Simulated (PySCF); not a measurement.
C₄H₅BO, SMILES C#CB1COC1. Heavy atoms are numbered as in [CH:1]#[C:2][B:3]1[CH2:4][O:5][CH2:6]1. Hydrogens are named by the atom that carries them.

Geometry: r2SCAN-D4/def2-SVP. The structure was generated by enumeration, and PubChem lists no compound with its InChIKey, so it may never have been made.

Computed with HF/def2-TZVP run with PySCF.

Atomic charges (e), one atom of each kind:

```json
[
 {"atom": "C1 (CH)", "Löwdin": "___", "IAO": "-0.15"},
 {"atom": "C2", "Löwdin": "___", "IAO": "-0.17"},
 {"atom": "B3", "Löwdin": "-0.35", "IAO": "0.35"},
 {"atom": "C4 (CH2)", "Löwdin": "-0.19", "IAO": "-0.14"},
 {"atom": "O5", "Löwdin": "___", "IAO": "-0.49"},
 {"atom": "H on C1", "Löwdin": "0.14", "IAO": "0.21"},
 {"atom": "H on C4", "Löwdin": "0.13", "IAO": "0.13"}
]
```

Question: Complete the blanks. (The exact figures need the calculation; the answer reports its results.)

Answer: 
- C1 (CH), Löwdin: -0.02
- C2, Löwdin: -0.01
- O5, Löwdin: 0.09

Computed Mayer and Wiberg (Löwdin basis) orders of the bonds:
| bond | Mayer | Wiberg |
|---|---|---|
| C1–C2 | 2.80 | 2.85 |
| C2–B3 | 1.16 | 1.26 |
| B3–C4 | 1.02 | 1.16 |
| C4–O5 | 0.93 | 1.35 |
| B3–C6 | 1.02 | 1.16 |
| O5–C6 | 0.93 | 1.35 |
